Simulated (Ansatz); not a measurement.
PBE exchange is replaced step by step with exact exchange (0 % is PBE, 25 % PBE0; no dispersion term), basis def2-SVPD, Ansatz. System: Si₃O₃⁻. Charge -1, multiplicity 2. Geometry: r2SCAN-D4/def2-SVPD.

Geometry of the doublet:

Cartesian coordinates in Å:
```
Si 0.789 0.543 -0.608
Si -1.837 -0.520 0.303
Si 1.076 -0.736 1.375
O -0.922 0.375 -0.796
O 1.571 1.388 -1.668
O -0.676 -1.051 1.394
```

The structure comes from a short search, and lower isomers may exist.

HOMO and LUMO are taken over both spins.

| exact exchange (%) | HOMO (eV) | LUMO (eV) | gap (eV) | ⟨S²⟩ |
| --- | --- | --- | --- | --- |
| 0 | -0.06 | 0.84 | 0.90 | 0.755 |
| 10 | -0.39 | 1.17 | 1.56 | 0.756 |
| 15 | -0.56 | 1.33 | 1.89 | 0.756 |
| 25 | -0.91 | 1.66 | 2.57 | 0.757 |
| 40 | -1.44 | 2.15 | 3.59 | 0.758 |
